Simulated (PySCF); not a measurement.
Relaxation of triplet CoO2Cl

These are results of PySCF, UPBE0, basis Co def2-TZVP, O def2-TZVP, Cl def2-TZVP (no relativity, density fitting), not measurements. A (50,194) grid was used.

A hand-made trigonal planar start, of C2v symmetry, held to at least that symmetry:

```xyz
4
charge 0 multiplicity 3, angstrom
Co   -0.3800    0.0000    0.0000
O    -1.1800    1.3856    0.0000
O    -1.1800   -1.3856    0.0000
Cl    1.7200    0.0000    0.0000
```

**Question.** What forces act on the atoms at the start (eV/Å)?

**Answer.** 
| atom | Fx | Fy | Fz |
| --- | --- | --- | --- |
| Co1 | -0.40 | 0.34 | 0.00 |
| O2 | 0.54 | -1.28 | 0.00 |
| O3 | 0.54 | 1.04 | 0.00 |
| Cl4 | -0.68 | -0.10 | 0.00 |

**Question.** What does it relax to?

**Answer.** It ends at C2v with Co–Cl 2.047 Å, Co–O 1.554 Å (×2); Cl–Co–O 120.2° (×2), O–Co–O 119.6°. A frequency run shows a minimum. Other isomers or separated fragments may lie lower.

**Question.** How much energy is released, and in how many steps?

**Answer.** 10.4 kJ/mol in 5 steps.

Open d and f shells are described by one determinant, and the ground state may have another occupation or spin.
